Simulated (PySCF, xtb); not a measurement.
SiOF, SMILES O=[Si]F, multiplicity 2.

Harmonic wavenumbers (cm⁻¹) from GFN2-xTB in xtb at its own minimum, in rising order: 281, 784, 1394.

Task: What does PBE0-D3(BJ)/def2-TZVP (PySCF) give at its own minimum? (The exact figures need the calculation; the answer reports its results.)

Result: 304, 851, 1218. Paired by order, the mean absolute difference is 88 cm⁻¹ and the zero-point energies are 3.5 and 3.4 kcal/mol.
